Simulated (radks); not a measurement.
Results of a calculation; reference values are marked as such.
Initial-state core-level shifts of the gold ion Au3+ when its valence configuration changes from [Xe] 4f14 5d8. Level of theory: Dirac Kohn-Sham, PBEsol, spin-unpolarised, spherical densities, point nucleus; open shells fill j = l - 1/2 first (a radial shooting solver on a logarithmic mesh with Libxc functionals). Shifts are changes of the shell-averaged eigenvalues in eV (positive: less bound).

| valence | 1s | 3p | 4s | 4d |
|---|---|---|---|---|
| 4f13.5 5d8 6s0.5 | -8.367 | -10.014 | -8.931 | -8.386 |
| 4f14 5d7 6s1 | -4.092 | -4.245 | -4.189 | -4.188 |
| 4f14 5d7.5 6p0.5 | -2.608 | -2.687 | -2.663 | -2.662 |
| 4f13 5d8 6p1 | -18.109 | -21.460 | -19.212 | -18.102 |
| 4f13 5d7 6s2 | -21.353 | -24.853 | -22.518 | -21.405 |
| 4f13 5d9 | -12.714 | -15.902 | -13.715 | -12.611 |
| 4f14 5d7 6p1 | -5.244 | -5.405 | -5.353 | -5.350 |
| 4f14 5d6 6s2 | -8.339 | -8.646 | -8.520 | -8.517 |
| 4f13 5d8 6s1 | -16.958 | -20.301 | -18.048 | -16.940 |
